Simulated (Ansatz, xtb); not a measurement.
**Ligand exchange: CH2Br2 + NaI → CH2BrI + NaBr**

Gas-phase species: CH2Br2 `BrCBr`, singlet; NaI (Sodium Iodide), singlet; CH2BrI (bromoiodomethane) `BrCI`, singlet; NaBr, singlet. The partners trade Br for I: C–Br and Na–I bonds give way to C–I and Na–Br.

Shapes, held fixed at every level: PBE0-D4/def2-TZVP. Programs: Ansatz 0.2.0, xtb 6.7.1. The zero-point and thermal change to 298 K, harmonic and unscaled (PBE0-D4/def2-TZVP), is -1.0 kJ/mol.

```csv
level,kind,ΔH(298 K) (kJ/mol),less CCSD(T)/def2-TZVPP
GFN0-xTB,semi-empirical,-1.9,-1.4
SPW92/def2-TZVPP,LDA,+3.4,+3.9
BHLYP-D4/def2-TZVPP,global hybrid,+1.3,+1.8
r2SCAN0-D4/def2-TZVPP,global hybrid,+3.2,+3.7
MP2/def2-SVP,perturbation theory,+6.5,+7.0
CCSD(T)/def2-SVP,coupled cluster or CI,+6.6,+7.1
CCSD/def2-TZVPP,coupled cluster or CI,+1.0,+1.5
CCSD(T)/def2-TZVPP,coupled cluster or CI,-0.5,0.0
```

The highest level, CCSD(T)/def2-TZVPP, gives ΔH(298 K) = -0.5 kJ/mol; the levels span -1.9 to +6.6. That is about zero within the method's error. They disagree on the sign: 6 of 8 are positive. The column of differences is taken from that level and isn't an error. No measured value is set beside it here. For atoms past krypton def2 sets carry core potentials with scalar relativity. Relativity is left out for Br. Outer-core shells of Br, I, Na are correlated, in sets that cover them unevenly.
